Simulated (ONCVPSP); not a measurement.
**sulfur: one change to an ONCV potential, before and after**

* Element: sulfur (S)
* Generator: ONCVPSP 4.0.1
* Type: optimised norm-conserving Vanderbilt (ONCV)
* Functional: PBE
* Relativity: non-relativistic
* Frozen core: [Ne]
* Valence charge: 6
* Reference configuration: 3s2 3p4
* Partial waves: 3s: rc 1.45 bohr, ncon 4, nbas 7, qcut 4 1/bohr, 2 projectors, debl 3.2 Ha; 3p: rc 1.70 bohr, ncon 4, nbas 7, qcut 5.9 1/bohr, 2 projectors, debl 2 Ha; d scattering state at 0.08 Ha: rc 1.35 bohr, ncon 4, nbas 7, qcut 8.2 1/bohr, 1 projector
* Local potential: polynomial inside 1.25 bohr (lpopt 5, dvloc0 0 Ha)
* Core correction: polynomial model core, fcfact 0.35

All-electron outer shells of the reference configuration (PBE, non-relativistic, ld1.x):

```
shell  level (eV)  outermost node (bohr)  outermost maximum (bohr)
   2s     -210.43                   0.13                      0.39
   2p     -156.49                      –                      0.33
   3s      -17.14                   0.60                      1.42
   3p       -7.02                   0.58                      1.61
```

Change: all radii but the core radius scaled by about 1.15 (s 1.66, p 1.96, d 1.56 bohr); local potential polynomial inside 1.44 bohr (lpopt 5, dvloc0 0 Ha).

Cutoffs: the cutoffs (Ha) at which the residual kinetic energy of the hardest occupied pseudo-wave falls to 1 and 0.1 mHa per electron; they do not see the model core or the augmentation charge, which bear on the density cutoff. Errors are all-electron minus pseudo energies relative to the spin-unpolarised reference configuration.

Problem. How do hardness, ghosts and transferability respond?

Solution. The potential gets softer (40 Ha and 55 Ha → 30 Ha and 43 Ha); of the 4 tests that both files solve, the error grows in 1 and shrinks in 0 by more than 15 % and 0.3 meV (median size 8.1 → 9.4 meV); neither file shows a bound ghost. A larger radius leaves more room for a smooth pseudo-wave, so fewer plane waves are needed.

```csv
quantity,base,changed
"cutoff, loose",40 Ha,30 Ha
"cutoff, tight",55 Ha,43 Ha
loose cutoff by channel,"s 40 Ha, p 6.2 Ha","s 30 Ha, p 5.7 Ha"
bound ghosts,none,none
GHOST(+) flags under 300 eV,s at 224.9 eV,none
"error for 3s2 3p3, meV [ΔE 11.78 eV]",+1.7,+1.6
"error for 3s2 3p2, meV [ΔE 34.08 eV]",+15,+13
"error for 3s2 3p1, meV [ΔE 68.13 eV]",+58,+52
"error for 3s1 3p4, meV [ΔE 22.52 eV]",+0.2,-5.6
"rms error of d²Exc/dni dnj with the model core, mHa",0.35,0.31
```
